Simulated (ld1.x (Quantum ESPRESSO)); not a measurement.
**Before and after: TM semilocal potential for Ca (Z = 20)**

Ca (Z = 20), norm-conserving Troullier–Martins (semilocal form), made with ld1.x (Quantum ESPRESSO) 7.5 (PBE, scalar-relativistic). Core [Ne] 3s2, reference 3p6 3d0 4s2 4p0. Waves: 3p (bound): rc 1.25 bohr; 3d (bound, empty): rc 2.20 bohr; 4s (bound): rc 3.60 bohr. Local part: the s channel. Core correction: Bessel-smoothed model core inside 1.15 bohr.

All-electron outer shells of the reference configuration (PBE, scalar-relativistic, ld1.x):

```tsv
shell	level (eV)	outermost node (bohr)	outermost maximum (bohr)
2p	-334.74	–	0.25
3s	-47.09	0.45	0.99
3p	-28.01	0.42	1.04
4s	-3.77	1.43	3.42
3d	-1.95	–	1.27
4p	-1.40	1.63	4.39
```

Change: core correction none.

Cutoffs: the cutoffs (Ry, on a coarse ladder) from which the occupation-weighted sum of valence levels, in a spherical-Bessel basis at the reference potential, stays within 10 and 1 mRy of its value at 400 Ry; they do not see the model core or the augmentation charge, which bear on the density cutoff. Errors are all-electron minus pseudo energies relative to the spin-unpolarised reference configuration.

**Question.** What does the change do?

**Answer.** The potential gets neither clearly harder nor softer (55 Ry and 80 Ry → 55 Ry and 80 Ry); of the 7 tests that both files solve, the error grows in 5 and shrinks in 2 by more than 15 % and 0.3 meV (median size 2.3 → 15.4 meV); neither file shows a bound ghost. A semilocal file is local in each channel, so a ghost entry of none says nothing of the separable form that plane-wave codes build from it.

```csv
quantity,base,changed
"cutoff, loose",55 Ry,55 Ry
"cutoff, tight",80 Ry,80 Ry
bound ghosts,none,none
"error for 3p6 3d0 4s1 4p0, meV [ΔE 6.31 eV]",+3.3,+6.1
"error for 3p6 3d0 4s0 4p0, meV [ΔE 18.13 eV]",-2.1,+39
"error for 3p6 3d0 4s1.5 4p0, meV [ΔE 2.50 eV]",+0.8,+1.1
"error for 3p5 3d0 4s2 4p0, meV [ΔE 34.67 eV]",-91,-39
"error for 3p6 3d0 4s1 4p1, meV [ΔE 2.42 eV]",+2.3,+4.3
"error for 3p6 3d1 4s1 4p0, meV [ΔE 2.28 eV]",-25,-16
"error for 3p6 3d0 4s0 4p1, meV [ΔE 9.36 eV]",+1.6,+15
s: phases at 3.90 bohr within 0.05 rad from the reference energy up to (Ry; the scan ends near 5),1.0,1.0
p: phases at 3.90 bohr within 0.05 rad from the reference energy up to (Ry; the scan ends near 5),2.4,2.4
d: phases at 3.90 bohr within 0.05 rad from the reference energy up to (Ry; the scan ends near 5),0.6,0.6
```
